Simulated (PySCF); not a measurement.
C4H10BrClSi, singlet, at a GFN2-xTB geometry; PySCF with CASSCF(4,5)/STO-3G.

Here is a job for PySCF.
```python
from pyscf import gto, scf, mcscf
import numpy

mol = gto.Mole()
mol.atom = '''
    C     2.57447970   -1.19295335   -0.09984815
    C     1.16534702   -1.58252026   -0.54194996
    Si   -0.04577318   -0.11282506   -0.56528833
    Cl    0.67660102    1.39130476   -1.72596622
    Br   -0.18020864    0.62174928    1.53960079
    C    -1.81620170   -0.55620281   -1.10117585
    C    -2.46040068   -1.64595528   -0.24832501
    H     2.99327630   -0.44062867   -0.76472805
    H     3.23014543   -2.06101255   -0.11135204
    H     2.56539550   -0.78887862    0.91050699
    H     0.78789563   -2.35760028    0.12780025
    H     1.21316879   -2.02727700   -1.53765910
    H    -2.43731243    0.34126820   -1.05718189
    H    -1.80945683   -0.87381632   -2.14515400
    H    -1.90252561   -2.57675185   -0.32264801
    H    -2.49488053   -1.34952916    0.79788643
    H    -3.47914298   -1.83383827   -0.58024217
'''
mol.basis = 'sto-3g'
mol.verbose = 4
mol.build()

mf = scf.RHF(mol)
mf.kernel()
mc = mcscf.CASSCF(mf, 5, 4)
mc.kernel()
occ = numpy.linalg.eigvalsh(mc.fcisolver.make_rdm1(mc.ci, mc.ncas, mc.nelecas))[::-1]
ss = mc.fcisolver.spin_square(mc.ci, mc.ncas, mc.nelecas)[0]
print('natural occupations', occ.round(4), ' <S^2>', round(ss, 4))
```

### Question
What does PySCF print? Leave out banner, timings and long lists.

### Answer

```
PySCF version 2.14.0

[INPUT] verbose = 4
[INPUT] num. atoms = 17
[INPUT] num. electrons = 100
[INPUT] charge = 0
[INPUT] spin (= nelec alpha-beta = 2S) = 0
[INPUT] symmetry False subgroup None
[INPUT] Mole.unit = angstrom
[INPUT] Symbol           X                Y                Z      unit          X                Y                Z       unit  Magmom
[INPUT]  1 C      2.574479700000  -1.192953350000  -0.099848150000 AA    4.865061546252  -2.254355110882  -0.188685657544 Bohr   0.0
[INPUT]  2 C      1.165347020000  -1.582520260000  -0.541949960000 AA    2.202186707878  -2.990529877975  -1.024136997619 Bohr   0.0
[INPUT]  3 Si    -0.045773180000  -0.112825060000  -0.565288330000 AA   -0.086498774050  -0.213208463388  -1.068240125113 Bohr   0.0
[INPUT]  4 Cl     0.676601020000   1.391304760000  -1.725966220000 AA    1.278590623401   2.629184952204  -3.261603456051 Bohr   0.0
[INPUT]  5 Br    -0.180208640000   0.621749280000   1.539600790000 AA   -0.340544974880   1.174935857346   2.909423834264 Bohr   0.0
[INPUT]  6 C     -1.816201700000  -0.556202810000  -1.101175850000 AA   -3.432123799969  -1.051070980613  -2.080920771485 Bohr   0.0
[INPUT]  7 C     -2.460400680000  -1.645955280000  -0.248325010000 AA   -4.649483441894  -3.110404692482  -0.469266258780 Bohr   0.0
[INPUT]  8 H      2.993276300000  -0.440628670000  -0.764728050000 AA    5.656472422151  -0.832667508931  -1.445126574273 Bohr   0.0
[INPUT]  9 H      3.230145430000  -2.061012550000  -0.111352040000 AA    6.104090205215  -3.894749258791  -0.210424859012 Bohr   0.0
[INPUT] 10 H      2.565395500000  -0.788878620000   0.910506990000 AA    4.847894896192  -1.490764537325   1.720608845602 Bohr   0.0
[INPUT] 11 H      0.787895630000  -2.357600280000   0.127800250000 AA    1.488906955442  -4.455218840398   0.241507471151 Bohr   0.0
[INPUT] 12 H      1.213168790000  -2.027277000000  -1.537659100000 AA    2.292556755970  -3.830998308630  -2.905754571945 Bohr   0.0
[INPUT] 13 H     -2.437312430000   0.341268200000  -1.057181890000 AA   -4.605852972698   0.644903433023  -1.997784235950 Bohr   0.0
[INPUT] 14 H     -1.809456830000  -0.873816320000  -2.145154000000 AA   -3.419377842924  -1.651273527975  -4.053753555015 Bohr   0.0
[INPUT] 15 H     -1.902525610000  -2.576751850000  -0.322648010000 AA   -3.595252347871  -4.869355287466  -0.609716373536 Bohr   0.0
[INPUT] 16 H     -2.494880530000  -1.349529160000   0.797886430000 AA   -4.714640915210  -2.550240509514   1.507786831207 Bohr   0.0
[INPUT] 17 H     -3.479142980000  -1.833838270000  -0.580242170000 AA   -6.574627380403  -3.465452087046  -1.096498787223 Bohr   0.0

nuclear repulsion = 740.386045099427
number of shells = 40
number of NR pGTOs = 198
number of NR cGTOs = 66
basis = sto-3g
ecp = {}

******** <class 'pyscf.scf.hf.RHF'> ********
method = RHF
initial guess = minao
damping factor = 0
level_shift factor = 0
DIIS = <class 'pyscf.scf.diis.CDIIS'>
diis_start_cycle = 1
diis_space = 8
diis_damp = 0
SCF conv_tol = 1e-09
SCF conv_tol_grad = None
SCF max_cycles = 50
direct_scf = True
direct_scf_tol = 1e-13
Set gradient conv threshold to 3.16228e-05
Initial guess from minao.
init E= -3437.05760652891
  HOMO = -0.367930918801242  LUMO = 0.0144809260060118  gap/eV = 10.40596
cycle= 1 E= -3440.36604069515  delta_E= -3.31  |g|= 0.382  |ddm|= 4.66
  HOMO = -0.250655489916945  LUMO = 0.267855155397929  gap/eV = 14.10939
cycle= 2 E= -3440.45575153832  delta_E= -0.0897  |g|= 0.093  |ddm|= 1.04
  HOMO = -0.302250491668509  LUMO = 0.312374035856652  gap/eV = 16.72479
cycle= 3 E= -3440.46021711119  delta_E= -0.00447  |g|= 0.0237  |ddm|= 0.203
  HOMO = -0.313819151333409  LUMO = 0.302676026821298  gap/eV = 16.77569
cycle= 4 E= -3440.46064969426  delta_E= -0.000433  |g|= 0.00426  |ddm|= 0.0785
  HOMO = -0.313860973471784  LUMO = 0.302020852348289  gap/eV = 16.75900
cycle= 5 E= -3440.46066334922  delta_E= -1.37e-05  |g|= 0.000907  |ddm|= 0.0135
  HOMO = -0.314027440403658  LUMO = 0.302013075096036  gap/eV = 16.76332
cycle= 6 E= -3440.46066390783  delta_E= -5.59e-07  |g|= 0.000208  |ddm|= 0.00263
  HOMO = -0.314124577424532  LUMO = 0.301982063548032  gap/eV = 16.76512
cycle= 7 E= -3440.46066393487  delta_E= -2.7e-08  |g|= 2.5e-05  |ddm|= 0.000599
  HOMO = -0.314130687338204  LUMO = 0.301969832814818  gap/eV = 16.76495
cycle= 8 E= -3440.46066393534  delta_E= -4.77e-10  |g|= 4.53e-06  |ddm|= 8e-05
  HOMO = -0.314130206287132  LUMO = 0.301970290901834  gap/eV = 16.76495
Extra cycle  E= -3440.46066393536  delta_E= -1.91e-11  |g|= 1.69e-06  |ddm|= 1.25e-05
converged SCF energy = -3440.46066393536

******** <class 'pyscf.mcscf.mc1step.CASSCF'> ********
CAS (2e+2e, 5o), ncore = 48, nvir = 13
max_cycle_macro = 50
max_cycle_micro = 4
conv_tol = 1e-07
conv_tol_grad = None
orbital rotation max_stepsize = 0.02
orbital rotation threshold for CI restart = 0.01
augmented hessian ah_max_cycle = 30
augmented hessian ah_conv_tol = 1e-12
augmented hessian ah_linear dependence = 1e-14
augmented hessian ah_level shift = 1e-08
augmented hessian ah_start_tol = 2.5
augmented hessian ah_start_cycle = 3
augmented hessian ah_grad_trust_region = 3
kf_trust_region = 3
kf_interval = 4
ci_response_space = 4
ci_grad_trust_region = 3
with_dep4 0
natorb = False
canonicalization = True
sorting_mo_energy = False
ao2mo_level = 2
internal_rotation = False
******** <class 'pyscf.fci.direct_spin1.FCISolver'> ********
max. cycles = 50
conv_tol = 1e-08
davidson only = False
linear dependence = 1e-12
level shift = 0.001
max iter space = 12
nroots = 1
pspace_size = 400
spin = None
CASCI E = -3440.46129703299  S^2 = 0.0000000
Set conv_tol_grad to 0.000316228
macro iter   1 (  7 JK    2 micro), CASSCF E = -3440.46138303867  dE = -8.60056798e-05  S^2 = 0.0000000
               |grad[o]|=0.00153  |grad[c]|=0.00304  |ddm|=0.00444  |maxRot[o]|=0.053
macro iter   2 (  7 JK    2 micro), CASSCF E = -3440.46155217880  dE = -1.69140128e-04  S^2 = 0.0000000
               |grad[o]|=0.00165  |grad[c]|=0.00247  |ddm|=0.00266  |maxRot[o]|=0.0482
macro iter   3 (  7 JK    2 micro), CASSCF E = -3440.46182041766  dE = -2.68238869e-04  S^2 = 0.0000000
               |grad[o]|=0.00195  |grad[c]|=0.00542  |ddm|=0.00811  |maxRot[o]|=0.0684
macro iter   4 (  7 JK    2 micro), CASSCF E = -3440.46257206268  dE = -7.51645012e-04  S^2 = 0.0000000
               |grad[o]|=0.00261  |grad[c]|=0.00253  |ddm|=0.0139  |maxRot[o]|=0.0698
macro iter   5 ( 21 JK    4 micro), CASSCF E = -3440.46814377853  dE = -5.57171585e-03  S^2 = 0.0000000
               |grad[o]|=0.00434  |grad[c]|=0.0215  |ddm|=0.0238  |maxRot[o]|=0.195
macro iter   6 ( 21 JK    4 micro), CASSCF E = -3440.47159402487  dE = -3.45024634e-03  S^2 = 0.0000000
               |grad[o]|=0.00945  |grad[c]|=0.0149  |ddm|=0.0112  |maxRot[o]|=0.0981
macro iter   7 ( 21 JK    4 micro), CASSCF E = -3440.47311560071  dE = -1.52157584e-03  S^2 = 0.0000000
               |grad[o]|=0.00843  |grad[c]|=0.00607  |ddm|=0.00361  |maxRot[o]|=0.0924
macro iter   8 ( 21 JK    4 micro), CASSCF E = -3440.47373141318  dE = -6.15812469e-04  S^2 = 0.0000000
               |grad[o]|=0.00718  |grad[c]|=0.0119  |ddm|=0.00847  |maxRot[o]|=0.0265
macro iter   9 ( 21 JK    4 micro), CASSCF E = -3440.47432782204  dE = -5.96408859e-04  S^2 = 0.0000000
               |grad[o]|=0.00629  |grad[c]|=0.00972  |ddm|=0.00625  |maxRot[o]|=0.0464
macro iter  10 ( 12 JK    3 micro), CASSCF E = -3440.47536721155  dE = -1.03938951e-03  S^2 = 0.0000000
               |grad[o]|=0.00519  |grad[c]|=0.029  |ddm|=0.0229  |maxRot[o]|=0.149
macro iter  11 ( 12 JK    3 micro), CASSCF E = -3440.47716606918  dE = -1.79885763e-03  S^2 = 0.0000000
               |grad[o]|=0.00666  |grad[c]|=0.0264  |ddm|=0.0237  |maxRot[o]|=0.149
macro iter  12 ( 21 JK    4 micro), CASSCF E = -3440.47960616515  dE = -2.44009597e-03  S^2 = 0.0000000
               |grad[o]|=0.00898  |grad[c]|=0.0123  |ddm|=0.00324  |maxRot[o]|=0.159
macro iter  13 ( 21 JK    4 micro), CASSCF E = -3440.48202272043  dE = -2.41655528e-03  S^2 = 0.0000000
               |grad[o]|=0.00952  |grad[c]|=0.00931  |ddm|=0.00244  |maxRot[o]|=0.156
macro iter  14 ( 21 JK    4 micro), CASSCF E = -3440.48282925514  dE = -8.06534707e-04  S^2 = 0.0000000
               |grad[o]|=0.00721  |grad[c]|=0.0218  |ddm|=0.00711  |maxRot[o]|=0.109
macro iter  15 ( 21 JK    4 micro), CASSCF E = -3440.48319238461  dE = -3.63129470e-04  S^2 = 0.0000000
               |grad[o]|=0.00573  |grad[c]|=0.0149  |ddm|=0.00447  |maxRot[o]|=0.103
macro iter  16 ( 20 JK    4 micro), CASSCF E = -3440.48346034881  dE = -2.67964200e-04  S^2 = 0.0000000
               |grad[o]|=0.00515  |grad[c]|=0.0143  |ddm|=0.00471  |maxRot[o]|=0.0557
macro iter  17 ( 20 JK    4 micro), CASSCF E = -3440.48371557320  dE = -2.55224386e-04  S^2 = 0.0000000
               |grad[o]|=0.00485  |grad[c]|=0.0147  |ddm|=0.00495  |maxRot[o]|=0.0351
macro iter  18 ( 20 JK    4 micro), CASSCF E = -3440.48395270927  dE = -2.37136077e-04  S^2 = 0.0000000
               |grad[o]|=0.00456  |grad[c]|=0.0149  |ddm|=0.00508  |maxRot[o]|=0.0213
macro iter  19 ( 20 JK    4 micro), CASSCF E = -3440.48416001620  dE = -2.07306927e-04  S^2 = 0.0000000
               |grad[o]|=0.00426  |grad[c]|=0.0104  |ddm|=0.00329  |maxRot[o]|=0.0242
macro iter  20 ( 21 JK    4 micro), CASSCF E = -3440.48414171243  dE =  1.83037723e-05  S^2 = 0.0000000
               |grad[o]|=0.00396  |grad[c]|=0.0106  |ddm|=0.00337  |maxRot[o]|=0.00992
macro iter  21 ( 21 JK    4 micro), CASSCF E = -3440.48462361438  dE = -4.81901955e-04  S^2 = 0.0000000
               |grad[o]|=0.00403  |grad[c]|=0.00816  |ddm|=0.00323  |maxRot[o]|=0.048
macro iter  22 ( 20 JK    4 micro), CASSCF E = -3440.48509258128  dE = -4.68966896e-04  S^2 = 0.0000000
               |grad[o]|=0.00304  |grad[c]|=0.00297  |ddm|=0.001  |maxRot[o]|=0.0765
macro iter  23 ( 14 JK    4 micro), CASSCF E = -3440.48515274308  dE = -6.01617953e-05  S^2 = 0.0000000
               |grad[o]|=0.00134  |grad[c]|=0.00361  |ddm|=0.00176  |maxRot[o]|=0.0211
macro iter  24 ( 12 JK    4 micro), CASSCF E = -3440.48518965801  dE = -3.69149343e-05  S^2 = 0.0000000
               |grad[o]|=0.00096  |grad[c]|=0.0012  |ddm|=0.000789  |maxRot[o]|=0.0217
macro iter  25 (  7 JK    2 micro), CASSCF E = -3440.48519337075  dE = -3.71273927e-06  S^2 = 0.0000000
               |grad[o]|=0.000298  |grad[c]|=0.000228  |ddm|=0.000212  |maxRot[o]|=0.00815
macro iter  26 (  4 JK    1 micro), CASSCF E = -3440.48519343098  dE = -6.02303771e-08  S^2 = 0.0000000
               |grad[o]|=4.09e-05  |grad[c]|=0.000123  |ddm|=1.77e-05  |maxRot[o]|=0.00318
1-step CASSCF converged in  26 macro (420 JK  89 micro) steps
CASSCF canonicalization
Density matrix diagonal elements [1.9792421  1.97776495 0.01838122 0.00851997 0.01609176]
CASSCF energy = -3440.48519343098
CASCI E = -3440.48519343098  E(CI) = -3.90457181855163  S^2 = 0.0000000
natural occupations [1.9813e+00 1.9762e+00 2.4400e-02 1.7200e-02 9.0000e-04]  <S^2> 0.0
```
